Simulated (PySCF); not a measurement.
Correlation energy of Ni³⁺ (nickel, charge +3)

[Ar] 3d7, high-spin 4F determinant. Computed with PySCF 2.14 in ANO-RCC-VTZP (6s5p3d2f1g, 59 functions), with the spin-free X2C one-electron Hamiltonian (Gaussian nucleus). Frozen: [Ne]; 15 electrons correlated.

```
  level  correlation energy (mhartree)
   CCSD                        -492.45
    (T)                          -5.58
CCSD(T)                        -498.03
```

Diagnostics: T1 = 0.0053, D1 = 0.0106, largest double amplitude 0.018.

Cost of the coupled-cluster step: about 10 core-seconds, for 15 correlated electrons.

Iterations:

```
CC2 = 0
CCSD nocc = (np.int64(9), np.int64(6)), nmo = (54, 54)
frozen orbitals [[0, 1, 2, 3, 4], [0, 1, 2, 3, 4]]
max_cycle = 100
direct = 0
conv_tol = 1e-08
conv_tol_normt = 1e-06
diis_space = 8
diis_start_cycle = 0
Init t2, MP2 energy = -0.503152294856864
Init E_corr(UCCSD) = -0.503152294861305
cycle = 1  E_corr(UCCSD) = -0.484306321731042  dE = 0.0188459731  norm(t1,t2) = 0.0409679
cycle = 2  E_corr(UCCSD) = -0.492707838572907  dE = -0.00840151684  norm(t1,t2) = 0.00928368
cycle = 3  E_corr(UCCSD) = -0.49217232348212  dE = 0.000535515091  norm(t1,t2) = 0.00384338
cycle = 4  E_corr(UCCSD) = -0.492431959832648  dE = -0.000259636351  norm(t1,t2) = 0.00120104
cycle = 5  E_corr(UCCSD) = -0.492469888132677  dE = -3.79283e-05  norm(t1,t2) = 0.000318945
cycle = 6  E_corr(UCCSD) = -0.492442505056813  dE = 2.73830759e-05  norm(t1,t2) = 8.78689e-05
cycle = 7  E_corr(UCCSD) = -0.492448143689908  dE = -5.63863309e-06  norm(t1,t2) = 2.67171e-05
cycle = 8  E_corr(UCCSD) = -0.492447851465657  dE = 2.92224251e-07  norm(t1,t2) = 7.61138e-06
cycle = 9  E_corr(UCCSD) = -0.492447445068759  dE = 4.06396897e-07  norm(t1,t2) = 1.89003e-06
cycle = 10  E_corr(UCCSD) = -0.492447514334395  dE = -6.92656352e-08  norm(t1,t2) = 4.74495e-07
cycle = 11  E_corr(UCCSD) = -0.492447530799349  dE = -1.64649545e-08  norm(t1,t2) = 1.2646e-07
cycle = 12  E_corr(UCCSD) = -0.492447526781675  dE = 4.01767358e-09  norm(t1,t2) = 1.58949e-08
UCCSD converged
E(UCCSD) = -1517.536925462365  E_corr = -0.4924475267816755
UCCSD(T) correction = -0.0055762136228147
```
